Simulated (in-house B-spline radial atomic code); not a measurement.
Stripping palladium of all its electrons. The total binding energy is the sum of the 46 successive ionisation energies. Configuration: [Kr] 4d10. All numbers are computed (Dirac-Hartree-Fock, average of configuration; Fermi nucleus of rms radius 4.5318 fm) with an all-electron radial atomic-structure program (B-spline basis), not measured.

Dirac-Coulomb total energy: -5044.4006 hartree. First-order corrections (hartree): Breit 3.29, self-energy 2.488, vacuum polarisation -0.2986, recoil 0.0181.

**Question.** What total binding energy follows, and how does it compare with the sum of NIST's ionisation energies?

**Answer.** 137116 eV from the corrected total, against 137141 ± 48 eV from NIST's table (measured, semi-empirical and theoretical entries, uncertainties added in quadrature). The difference, +26 eV, is within about twice the table's uncertainty, so it can't show the correlation energy.

**Question.** What share of the binding belongs to the last two electrons?

**Answer.** 43 % by NIST's values (58398.7 eV).
